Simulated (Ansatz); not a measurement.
Geometry optimisation, RKS B3LYP/def2-SVP in Ansatz 0.2.0.

Input:

```yaml
crystal:
  periodic: [false, false, false]
  atoms:
    - { symbol: Te, position_ang: [-2.05899, 0.1249, 0.00964] }
    - { symbol: Mg, position_ang: [0.32787, -0.56542, 0.65503] }
    - { symbol: I, position_ang: [2.95074, -0.56719, 0.46247] }
    - { symbol: H, position_ang: [-1.21961, 1.00771, -1.12714] }
basis:
  gaussian: { orbitals: def2-SVP }
hamiltonian:
  xc: b3lyp
relax:
  f_tol: 0.015
  max_steps: 40
output:
  orbitals: {}
```

Launched with:

```bash
$ ansatz run input.yaml --threads 1 --pin off --max-ram 2048MiB --backend cpu --events-out ev --progress --plain --runs-dir out
```

Task: Where does it end, and by what steps?

Result: The run converged. After 4 steps the energy has fallen by 0.128 eV; Mg2 moved furthest, 0.41 Å.

```csv
step,energy less start (eV),largest force component (eV/Å),accepted
0,0.0000,0.940,yes
1,-0.0658,0.541,yes
2,-0.1055,0.333,yes
3,-0.1280,0.063,yes
4,-0.1284,0.015,yes
```

```xyz
4
Properties=species:S:1:pos:R:3
Te -2.021 0.068 0.073
Mg 0.558 -0.357 0.390
I 3.065 -0.797 0.729
H -1.602 1.086 -1.192
```

Run time: 18 s on 1 thread of Intel(R) Xeon(R) 6975P-C (Granite Rapids), on a shared host, peak memory 0.19 GiB.
